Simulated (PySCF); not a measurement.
Species: C2H6OSSi.
Atom-mapped SMILES: `[O:1]=[S:2]1[CH2:3][SiH2:4][CH2:5]1` (hydrogens: H6, H7 on C3; H8, H9 on Si4; H10, H11 on C5)

Method: PBE0-D3(BJ)/def2-SVP geometry optimisation, gas phase (PySCF); density fitting, grid level 1; the optimiser is geomeTRIC in internal coordinates, started from a GFN2-xTB structure with every atom displaced at random (about 0.01 Å).

Step 0: E = -22909.2399 eV
```
atom  x, y, z in Å  |  force x, y, z in eV/Å
O1      0.2409   -1.8555    1.5174   -0.130  -0.373   1.456
S2      0.2977   -1.5278    0.0847   -0.031   0.570  -1.239
C3     -1.2055   -0.4674   -0.3199    1.523   0.902   0.211
Si4    -0.1968    1.1681   -0.0868   -0.605  -1.144   0.135
C5      1.3064    0.0395   -0.0663   -0.350   0.112   0.841
H6     -1.5105   -0.6931   -1.3245   -0.374  -0.150  -0.914
H7     -1.9806   -0.6972    0.3782   -0.817  -0.351   0.739
H8     -0.2818    2.0672   -1.2427   -0.018   0.456  -0.265
H9     -0.4945    1.8258    1.2133    0.052   0.155  -0.042
H10     1.8836   -0.0031   -0.9644    0.664   0.020  -1.030
H11     1.9793    0.1178    0.7954    0.085  -0.196   0.109
```

Q: Estimate the geometry and energy of step 1. (The exact step hangs on the optimiser's Hessian estimate; all steps are aligned on step 0, rigid shifts and turns removed.)

A: E = -22909.3460 eV, largest force 0.383 eV/Å
```
atom  x, y, z in Å  |  force x, y, z in eV/Å
O1      0.2219   -1.8507    1.5514   -0.011   0.146  -0.067
S2      0.3123   -1.5199    0.0921   -0.072  -0.182   0.002
C3     -1.1885   -0.4853   -0.3246   -0.375   0.080   0.012
Si4    -0.2373    1.1324   -0.0951    0.252   0.176   0.096
C5      1.3119    0.0461   -0.0626    0.186  -0.028  -0.161
H6     -1.5387   -0.6946   -1.3521    0.077  -0.032   0.122
H7     -1.9894   -0.7394    0.3952    0.201  -0.018  -0.144
H8     -0.2725    2.1305   -1.2073   -0.092  -0.093  -0.060
H9     -0.4787    1.8678    1.1793   -0.080  -0.090   0.020
H10     1.9088    0.0054   -0.9943   -0.105   0.038   0.153
H11     1.9882    0.0818    0.8022    0.020   0.005   0.027
```

The energy changes by -0.1061 eV. The first-order estimate −F·Δx gives -0.2751 eV and the mean of the old and new forces, exact on a quadratic surface, -0.1080 eV. The step makes an angle of 59° with the force vector and moves no atom by more than 0.073 Å.

The cost below is that of the whole optimisation. Time: 54 s wall; peak memory 0.46 GiB. Hardware: one thread, Arm Neoverse V1 (aarch64), shared host.
